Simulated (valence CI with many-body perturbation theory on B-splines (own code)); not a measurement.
**E1 transitions of Tl⁴⁸⁺**

Calculated by relativistic CI+MBPT: five valence electrons over a frozen Dirac-Fock core [Ar] 3d10, a basis of 11 s, 11 p, 10 d, 8 f, 5 g, 2 h functions for each j, with the one-electron correlation potential Σ1, the two-electron term Σ2, the three-electron term Σ3, Breit, model QED; selected CI, second order for the rest, scaled by the run's own slope (own B-spline code, finite nucleus).

No measured spectrum was set against this ion. As an estimate, large intervals hold to a few tenths of a per cent, small ones and those within an open d or f shell to about a per cent. Among the levels kept, up to 2200 cm⁻¹ of a level comes from second order outside the variational space, and about a tenth of that is noise between levels of different J, which matters for small intervals.

Lines 1 to 50 of 559 in falling wavelength, among levels below 714.81 eV, chosen from the strongest by gf and those to the six lowest levels. Wavelengths and rates use the calculated energies. Electric multipoles are in the length gauge with retardation, E1 and E2 with the static RPA response of the core. Weak lines are less certain than strong ones. Lines between different terms over intervals too small for the method are left out, as are lines whose strength nearly cancels. Where a level lies close to another of its J and parity, the split of strength between their lines is uncertain. The highest levels of a list are the least certain.

Levels are named by their leading jj configuration (3d3/2^4 stands for four electrons in 3d with j = 3/2), which in mixed levels can hold well under half, so a name can repeat and another be missing. Letters in brackets count levels of one name in rising energy.

```
λ vac (Å)                               Upper                               Lower   A (s⁻¹)  S (a.u.)
    190.7          (4s^2 4p1/2^2 4d5/2) J=5/2          (4s^2 4p1/2 4p3/2^2) J=5/2  5.89e+07  1.21e-03
    174.2          (4s^2 4p1/2^2 4d5/2) J=5/2          (4s^2 4p1/2 4p3/2^2) J=3/2  6.16e+07  9.63e-04
    133.2          (4s 4p1/2^2 4d3/2^2) J=5/2          (4s^2 4p1/2 4d3/2^2) J=3/2  8.54e+09  5.97e-02
    125.8      (4s 4p1/2^2 4p3/2 4d3/2) J=7/2  (4s^2 4p1/2 4p3/2 4d3/2) J=5/2 [b]  8.64e+09  6.79e-02
    124.8  (4s 4p1/2 4p3/2^2 4d3/2) J=7/2 [a]          (4s^2 4p3/2^2 4d3/2) J=5/2  6.25e+09  4.81e-02
    124.2      (4s 4p1/2^2 4d3/2 4d5/2) J=9/2  (4s^2 4p1/2 4d3/2 4d5/2) J=7/2 [b]  8.93e+09  8.45e-02
    116.9          (4s 4p1/2^2 4d3/2^2) J=1/2          (4s^2 4p1/2 4d3/2^2) J=1/2  2.64e+10  4.16e-02
    116.0      (4s 4p1/2^2 4p3/2 4d5/2) J=9/2      (4s^2 4p1/2 4p3/2 4d5/2) J=9/2  1.03e+10  7.97e-02
    115.4  (4s 4p1/2^2 4p3/2 4f5/2) J=7/2 [a]  (4s^2 4p1/2 4p3/2 4f5/2) J=5/2 [b]  6.72e+09  4.08e-02
    114.9      (4s 4p1/2 4p3/2^2 4d3/2) J=9/2          (4s^2 4p3/2^2 4d3/2) J=7/2  1.12e+10  8.40e-02
    113.8     (4s 4p1/2^2 4p3/2 4f7/2) J=11/2     (4s^2 4p1/2 4p3/2 4f7/2) J=11/2  1.15e+10  1.01e-01
    113.6  (4s 4p1/2^2 4p3/2 4d5/2) J=7/2 [a]  (4s^2 4p1/2 4p3/2 4d5/2) J=5/2 [b]  9.24e+09  5.35e-02
    112.4  (4s 4p1/2 4p3/2^2 4d3/2) J=5/2 [c]      (4s^2 4p3/2^2 4d3/2) J=3/2 [b]  1.24e+10  5.20e-02
    111.7     (4s 4p1/2^2 4p3/2 4f7/2) J=11/2  (4s^2 4p1/2 4p3/2 4f7/2) J=9/2 [c]  5.18e+09  4.27e-02
    111.4          (4s 4p1/2^2 4p3/2^2) J=5/2          (4s^2 4p1/2 4p3/2^2) J=5/2  1.18e+10  4.85e-02
    111.2          (4s 4p1/2^2 4d3/2^2) J=3/2          (4s^2 4p1/2 4d3/2^2) J=5/2  2.14e+10  5.82e-02
    111.0          (4s 4p1/2^2 4d5/2^2) J=9/2  (4s^2 4p1/2 4p3/2 4f7/2) J=9/2 [c]  9.60e+09  6.48e-02
    110.2     (4s 4p1/2 4p3/2^2 4d5/2) J=11/2          (4s^2 4p3/2^2 4d5/2) J=9/2  1.88e+10  1.49e-01
    109.9          (4s 4p1/2^2 4d5/2^2) J=9/2      (4s^2 4p1/2 4d5/2^2) J=7/2 [a]  1.36e+10  8.92e-02
    109.4  (4s 4p1/2^2 4d3/2 4d5/2) J=7/2 [a]  (4s^2 4p1/2 4d3/2 4d5/2) J=5/2 [a]  8.64e+09  4.46e-02
    109.2  (4s 4p1/2^2 4p3/2 4f7/2) J=7/2 [a]  (4s^2 4p1/2 4p3/2 4f7/2) J=5/2 [a]  8.67e+09  4.46e-02
    109.0     (4s 4p1/2^2 4p3/2 4f7/2) J=11/2  (4s^2 4p1/2 4p3/2 4f7/2) J=9/2 [b]  1.66e+10  1.27e-01
    108.9      (4s 4p1/2^2 4p3/2 4d5/2) J=9/2  (4s^2 4p1/2 4p3/2 4d5/2) J=7/2 [a]  2.06e+10  1.32e-01
    108.8  (4s 4p1/2^2 4p3/2 4f7/2) J=9/2 [c]      (4s^2 4p1/2 4d5/2^2) J=7/2 [b]  1.61e+10  1.02e-01
    107.9  (4s 4p1/2^2 4p3/2 4f7/2) J=9/2 [a]  (4s^2 4p1/2 4p3/2 4f7/2) J=9/2 [a]  1.22e+10  7.55e-02
    107.9  (4s 4p1/2^2 4p3/2 4d3/2) J=5/2 [a]  (4s^2 4p1/2 4p3/2 4d3/2) J=5/2 [a]  1.46e+10  5.44e-02
    107.9  (4s 4p1/2 4p3/2^2 4d5/2) J=7/2 [e]      (4s^2 4p3/2^2 4d5/2) J=5/2 [b]  1.91e+10  9.47e-02
    107.6  (4s 4p1/2^2 4d3/2 4d5/2) J=7/2 [a]  (4s^2 4p1/2 4d3/2 4d5/2) J=7/2 [a]  1.55e+10  7.61e-02
    107.6      (4s 4p1/2^2 4p3/2 4d3/2) J=7/2      (4s^2 4p1/2 4p3/2 4d3/2) J=7/2  1.34e+10  6.61e-02
    107.5  (4s 4p1/2^2 4p3/2 4f7/2) J=9/2 [c]          (4s^2 4p1/2 4d5/2^2) J=9/2  1.02e+10  6.27e-02
    107.4  (4s 4p1/2^2 4p3/2 4f7/2) J=9/2 [a]  (4s^2 4p1/2 4p3/2 4f7/2) J=7/2 [a]  1.52e+10  9.32e-02
    107.2  (4s 4p1/2^2 4p3/2 4d5/2) J=5/2 [a]  (4s^2 4p1/2 4p3/2 4d5/2) J=5/2 [a]  1.56e+10  5.69e-02
    107.0  (4s 4p1/2^2 4d3/2 4d5/2) J=5/2 [a]  (4s^2 4p1/2 4d3/2 4d5/2) J=5/2 [a]  1.37e+10  4.97e-02
    107.0  (4s 4p1/2 4p3/2^2 4d5/2) J=9/2 [b]          (4s^2 4p3/2^2 4d5/2) J=7/2  1.94e+10  1.17e-01
    105.9  (4s 4p1/2^2 4p3/2 4d5/2) J=7/2 [b]  (4s^2 4p1/2 4p3/2 4d5/2) J=5/2 [b]  9.32e+09  4.37e-02
    105.8      (4s 4p1/2^2 4d3/2 4d5/2) J=9/2      (4s^2 4p1/2 4d3/2 4d5/2) J=9/2  1.68e+10  9.82e-02
    105.8          (4s 4p1/2^2 4d3/2^2) J=5/2          (4s^2 4p1/2 4d3/2^2) J=5/2  1.94e+10  6.79e-02
    105.7      (4s 4p1/2^2 4p3/2 4f7/2) J=3/2  (4s^2 4p1/2 4p3/2 4f7/2) J=5/2 [b]  1.91e+10  4.46e-02
    105.6          (4s 4p1/2^2 4p3/2^2) J=5/2          (4s^2 4p1/2 4p3/2^2) J=3/2  1.77e+10  6.15e-02
    105.4             (4p1/2^2 4p3/2^3) J=3/2        (4s 4p1/2 4p3/2^3) J=3/2 [b]  1.90e+10  4.40e-02
    105.4  (4s 4p1/2^2 4d3/2 4d5/2) J=5/2 [a]  (4s^2 4p1/2 4d3/2 4d5/2) J=7/2 [a]  1.11e+10  3.84e-02
    105.3  (4s 4p1/2^2 4p3/2 4f5/2) J=7/2 [a]  (4s^2 4p1/2 4p3/2 4f5/2) J=5/2 [a]  1.13e+10  5.22e-02
    105.1  (4s 4p1/2^2 4p3/2 4f5/2) J=7/2 [a]      (4s^2 4p1/2 4p3/2 4f5/2) J=7/2  9.98e+09  4.57e-02
    104.8  (4s 4p1/2^2 4p3/2 4d5/2) J=5/2 [a]  (4s^2 4p1/2 4p3/2 4d5/2) J=3/2 [a]  2.01e+10  6.87e-02
    104.3            (4s 4p1/2 4p3/2^3) J=5/2                (4s^2 4p3/2^3) J=3/2  2.03e+10  6.80e-02
    103.7  (4s 4p1/2^2 4p3/2 4d5/2) J=3/2 [b]      (4s^2 4p1/2 4p3/2 4d5/2) J=1/2  1.77e+10  3.89e-02
    103.4  (4s 4p1/2^2 4p3/2 4f7/2) J=7/2 [a]  (4s^2 4p1/2 4p3/2 4f7/2) J=9/2 [a]  1.19e+10  5.17e-02
    103.3          (4s 4p1/2^2 4p3/2^2) J=1/2          (4s^2 4p1/2 4p3/2^2) J=1/2  3.87e+10  4.21e-02
    102.9  (4s 4p1/2^2 4p3/2 4f7/2) J=7/2 [a]  (4s^2 4p1/2 4p3/2 4f7/2) J=7/2 [a]  8.95e+09  3.85e-02
    102.8  (4s 4p1/2 4p3/2^2 4d5/2) J=7/2 [d]      (4s^2 4p3/2^2 4d5/2) J=5/2 [a]  1.27e+10  5.45e-02
```
